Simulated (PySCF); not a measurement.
**The potential of point charges around `CC(C)c1ccc(C(=O)Cl)s1`**

Species: `C(Cl)(c1sc(C(C)C)cc1)=O`. Coordinates (GFN2-xTB, Å) and charges (e) from the PBE0/pcSseg-1 density (PySCF):

```
atom       x       y       z  Mulliken      IAO  Hirshfeld  ESP-fitted
  C1  -1.885  -0.882  -1.382   -0.1860  -0.4124    -0.1145     -0.5710
  C2  -1.433  -0.643   0.062   -0.2638  -0.1009    -0.0196     +0.3356
  C3  -2.350   0.364   0.761   -0.1878  -0.4124    -0.1143     -0.5856
  C4  -0.017  -0.161   0.091   -0.3828  -0.1117    +0.0079     +0.0357
  C5   0.489   1.001  -0.436   +0.0179  -0.1986    -0.0687     -0.2966
  C6   1.862   1.146  -0.229   +0.0742  -0.1233    -0.0391     -0.0825
  C7   2.411   0.085   0.462   -0.4697  -0.2346    -0.0651     -0.0458
  C8   3.790  -0.053   0.824   +0.3930  +0.3537    +0.1523     +0.3944
  O9   4.686   0.702   0.607   -0.3086  -0.3707    -0.2135     -0.3716
Cl10   4.107  -1.575   1.704   -0.1514  -0.1120    -0.0753     -0.1257
 S11   1.208  -1.098   0.852   +0.4505  +0.3749    +0.1261     -0.0484
 H12  -1.862   0.045  -1.949   +0.1116  +0.1390    +0.0413     +0.1606
 H13  -1.233  -1.602  -1.871   +0.1252  +0.1487    +0.0414     +0.1423
 H14  -2.900  -1.270  -1.391   +0.1190  +0.1440    +0.0460     +0.1552
 H15  -1.480  -1.593   0.603   +0.1203  +0.1397    +0.0400     +0.0676
 H16  -2.025   0.527   1.786   +0.1256  +0.1489    +0.0415     +0.1450
 H17  -3.370  -0.010   0.777   +0.1191  +0.1441    +0.0461     +0.1592
 H18  -2.339   1.318   0.240   +0.1117  +0.1386    +0.0413     +0.1644
 H19  -0.112   1.726  -0.956   +0.0823  +0.1621    +0.0588     +0.1953
 H20   2.449   1.983  -0.561   +0.0995  +0.1829    +0.0671     +0.1722
```

Points outside the species (Å): A (0.0, -4.4, -1.7); B (-5.2, -4.1, -1.4); C (-9.8, -3.0, -1.0); D (-2.6, 2.9, -5.0); E (6.6, 6.2, -4.6).

Problem. Find the potential V = 14.3996 V·Å × Σ q/r of each set of charges at these points.

Solution. In volts:

```
point  nearest atom  distance (Å)  Mulliken     IAO  Hirshfeld  ESP-fitted
    A           H13          3.06    +0.207  +0.314     +0.184      +0.148
    B           H14          3.65    +0.303  +0.245     +0.165      +0.231
    C           H14          7.12    +0.158  +0.118     +0.083      +0.116
    D           H12          4.24    +0.213  +0.133     +0.119      +0.218
    E           H20          7.16    -0.095  -0.104     -0.062      -0.044
```

Problem. How far are the other sets from the ESP-fitted one at these points?

Solution. Root-mean-square difference: Mulliken 0.051 V, Hirshfeld 0.058 V, IAO 0.088 V. The ESP scheme fits charges at the nuclei, held to the total charge, to the electrostatic potential on points at 1.4 to 2.0 times the van der Waals radii.

Problem. What energy would a point charge of +2 e have at B in the field of the ESP charges, leaving out polarisation?

Solution. +0.461 eV = +44.5 kJ/mol, a repulsion.

One conformer (not necessarily the lowest) at the GFN2-xTB geometry, without solvent, vibrations or thermal averaging.

Conformer computed: `[CH3:1][CH:2]([CH3:3])[c:4]1[cH:5][cH:6][c:7]([C:8](=[O:9])[Cl:10])[s:11]1`: C1–C2–C4–C5 63°, C6–C7–C8–O9 0°.
